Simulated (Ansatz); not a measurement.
Molecule: CH₆O₃Sn (charge 0, singlet). 
Coordinates optimised at B3LYP-D3(BJ)/def2-TZVP (Ansatz, a first-principles code):
```xyz
11

C      2.1277    -0.2690    -0.1885
Sn     0.0250    -0.0032    -0.0022
O     -0.9810    -0.9209    -1.4323
O     -0.5051     1.8974    -0.0825
O     -0.6754    -0.7032     1.7063
H      2.3847    -0.2986    -1.2448
H      2.6303     0.5648     0.2961
H      2.4062    -1.2044     0.2912
H     -1.6947    -1.4630    -1.0779
H     -1.2189     2.0445    -0.7130
H     -1.2304    -0.0576     2.1580
```

Parts of the frozen-core correlation energy in def2-SVP (Ansatz, hartree). Frozen orbitals: 13; correlated occupied orbitals by spin: 16 and 16; virtual: 83 and 83. No spin-orbit coupling. Past Kr the def2 sets carry scalar-relativistic core potentials.

```tsv
term	value
reference (HF)	-479.12258
MP2 opposite-spin	[?]
MP2 same-spin	[?]
CCSD correlation	[?]
(T)	-0.01943
T1 diagnostic	0.013
largest doubles amplitude	0.028
```

Question: Some entries are withheld; supply them.

Answer: 
- MP2 opposite-spin, value: -0.59942
- MP2 same-spin, value: -0.20546
- CCSD correlation, value: -0.83569
